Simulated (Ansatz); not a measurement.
Sn(H)2(Br)(OMe) (CH₅BrOSn), SMILES C[O][SnH2][Br].

The structure is a stationary point at B3LYP-D3(BJ)/def2-SVP. The structure was generated by enumeration; whether it is a known compound was not checked. The def2 effective core potentials stand for the cores of Sn; spin–orbit coupling is left out. The values are those of a single conformer.

Two levels are set side by side: PBE/def2-SVPD (Ansatz, an electronic-structure program) and PBE0/def2-SVPD (Ansatz). Energy differences of separate SCF runs at the same geometry; the states with an electron removed or added have multiplicity 2 and 2. Differences are taken from unrounded values.

```json
[
 {"quantity": "vertical ionisation energy (eV)", "PBE0": "9.91", "PBE": "9.45", "PBE minus PBE0": "-0.46"},
 {"quantity": "vertical singlet–triplet gap (eV)", "PBE0": "5.04", "PBE": "4.47", "PBE minus PBE0": "-0.58"}
]
```
